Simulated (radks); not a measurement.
Spherical jellium clusters: N electrons in a uniform positive sphere of charge N and radius rs N^(1/3), rs = 5.23 bohr. Method: non-relativistic Kohn-Sham, LDA (Slater exchange, Perdew-Wang correlation), spin-polarised, spherical densities; computed with a radial shooting solver with Libxc functionals. Levels are named by radial order and angular momentum (1s, 1p, 1d, 2s, ...), and open shells are averaged over m.

N = 13, configuration 1s2 1p6 1d(up 5, down 0). This is the lowest configuration that the search found. Occupied and some empty levels:

level    occupation  eigenvalue (eV)  <r> (bohr)
1s up             1          -3.7196       7.972
1s down           1          -3.4320       7.529
1p up             3          -3.1669       9.223
1p down           3          -2.8113       9.143
1d up             5          -2.4351       10.19
1d down           0          -2.0666       10.30
2s up             0          -1.9680       8.500
2s down           0          -1.8045       8.782
1f up             0          -1.5735       11.11
1f down           0          -1.2247       11.38
2p up             0          -1.0752       10.87
2p down           0         -0.89987       11.20

Energy (eV): total -23.0411, kinetic 14.606, external -445.51, Hartree 221.64, exchange-correlation -38.153, background 224.37.
